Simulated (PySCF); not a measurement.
# Radial density of Si²⁺ (silicon, charge +2)

UHF, [Ne] 3s2, closed-shell 1S. All numbers are calculated (PySCF 2.14, the spin-free X2C one-electron Hamiltonian (Gaussian nucleus), in Sapporo-DZP-2012).

```json
{"r (bohr)": "0.00210", "4πr²ρ (e/bohr)": "0.09058"}
{"r (bohr)": "0.00353", "4πr²ρ (e/bohr)": "0.2500"}
{"r (bohr)": "0.00594", "4πr²ρ (e/bohr)": "0.6659"}
{"r (bohr)": "0.01000", "4πr²ρ (e/bohr)": "1.673"}
{"r (bohr)": "0.0168", "4πr²ρ (e/bohr)": "3.925"}
{"r (bohr)": "0.0283", "4πr²ρ (e/bohr)": "8.057"}
{"r (bohr)": "0.0476", "4πr²ρ (e/bohr)": "13.42"}
{"r (bohr)": "0.0800", "4πr²ρ (e/bohr)": "15.77"}
{"r (bohr)": "0.135", "4πr²ρ (e/bohr)": "11.83"}
{"r (bohr)": "0.226", "4πr²ρ (e/bohr)": "10.01"}
{"r (bohr)": "0.381", "4πr²ρ (e/bohr)": "14.25"}
{"r (bohr)": "0.640", "4πr²ρ (e/bohr)": "9.446"}
{"r (bohr)": "1.08", "4πr²ρ (e/bohr)": "2.101"}
{"r (bohr)": "1.81", "4πr²ρ (e/bohr)": "1.251"}
{"r (bohr)": "3.05", "4πr²ρ (e/bohr)": "0.3116"}
{"r (bohr)": "5.13", "4πr²ρ (e/bohr)": "0.005281"}
```

Densities and radii are taken from the X2C orbitals without a picture-change correction, which distorts them close to the nucleus.
